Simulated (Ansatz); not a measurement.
Total energies of `FC(F)(F)c1cc2sc(-c3cc4sc(-c5cc6sc(C(F)(F)F)cc6s5)cc4s3)cc2s1` from Ansatz at PBE0-D4/def2-TZVP, gas phase (1 Eh = 27.2114 eV = 2625.5 kJ/mol). The reference geometry is relaxed at PBE-D4/def2-SVP.

```tsv
state	geometry	energy (Eh)
charge 0 singlet	reference	-3752.37745
charge 1 doublet	reference	-3752.12513
charge -1 doublet	reference	-3752.44231
free F atom (doublet)	–	-99.67617
free C atom (triplet)	–	-37.80537
free S atom (triplet)	–	-397.97371
free H atom (doublet)	–	-0.50104
```

Single mean-field runs in def2-TZVP are fitted with def2-universal-jkfit.

Question: Work out the vertical ionisation energy to the doublet.

Answer: E(charge 1 doublet) − E(charge 0 singlet) = -3752.12513 − (-3752.37745) = 0.25232 Eh = 6.87 eV. For comparison, −ε of the highest occupied level is 5.82 eV at this level, 1.05 eV less.

Question: Work out the vertical electron affinity, to the doublet.

Answer: E(charge 0 singlet) − E(charge -1 doublet) = -3752.37745 − (-3752.44231) = 0.06486 Eh = 1.76 eV. The basis lacks diffuse functions, which makes affinities too small.

Question: Give the fundamental gap IE − EA, the Mulliken electronegativity (IE + EA)/2 and the hardness (IE − EA)/2.

Answer: From the values in Eh: IE − EA = 0.25232 − 0.06486 = 0.18746 Eh = 5.10 eV; (IE + EA)/2 = 4.32 eV; (IE − EA)/2 = 2.55 eV. The HOMO–LUMO gap of the same run is 3.09 eV, 2.01 eV smaller than the fundamental gap.

Question: What is the binding energy per atom against free atoms?

Answer: Atoms: 6 × (-99.67617) + 20 × (-37.80537) + 6 × (-397.97371) + 6 × (-0.50104) = -3745.01292 Eh. Binding: -3745.01292 − (-3752.37745) = 7.36453 Eh = 200.40 eV, or 5.27 eV for each of 38 atoms (no zero-point energy, no counterpoise term).
